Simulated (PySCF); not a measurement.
**Ionisation energy of Ne⁺ by level of theory**

Ne⁺ [He] 2s2 2p5 (2P) → Ne²⁺ [He] 2s2 2p4 (3P), as a difference of total energies. Computed with PySCF 2.14 in def2-SVP, with no relativity, point nucleus. Correlated levels: valence: 1s2 frozen. The calculations carry no spin-orbit coupling.

```
           method  ionisation energy (eV)  error (eV)
              UHF                  39.547      -1.416
             MN15                  41.452      +0.489
            B3LYP                  41.530      +0.567
    MP2 (valence)                  40.658      -0.305
SCS-MP2 (valence)                  40.604      -0.359
   CCSD (valence)                  40.600      -0.363
CCSD(T) (valence)                  40.611      -0.352
```

Reference: 40.963 eV (measured; NIST Atomic Spectra Database, ionization energies).

Errors of the correlated levels include the incompleteness of this basis and the frozen core.
